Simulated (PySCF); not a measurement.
Molecule: SMILES C[Si@@H](O)[SiH2][SiH3], CH10OSi3.

Atom-mapped SMILES (the numbers label the heavy atoms): `[CH3:1][Si@@H:2]([OH:3])[SiH2:4][SiH3:5]`. Hydrogens are named by the atom that carries them. Ha(Si4) is pro-R; Hb(Si4) is pro-S.

Geometry PBE0-D3(BJ)/def2-SVP throughout; GIAO in PySCF, gas phase, one conformer, non-relativistic; equivalent atoms averaged; functional PBE0.

For orientation, 6-31G gives these absolute shieldings σ: Si2 415.6, Si4 523.5, Si5 525.7, O3 332.4, H(Si2) 27.25, Hb(Si4) 29.54, Ha(Si4) 29.75, H(C1) 32.18, H(O3) 33.12 ppm.

A run gave: Si2 345.7, Si4 464.0, Si5 458.0, O3 310.5, H(Si2) 25.73, Hb(Si4) 27.81, Ha(Si4) 28.10, H(C1) 30.88, H(O3) 30.72 ppm (absolute shieldings σ).

Question: Which basis set was used in that run?
A. 6-311+G(2d,p)
B. STO-3G
C. 6-31G*
D. pcSseg-1

Answer: D. H(O3) tells them apart best: pcSseg-1 gives 30.72, 6-31G* gives 31.57, 6-311+G(2d,p) gives 31.32, STO-3G gives 36.56 ppm.
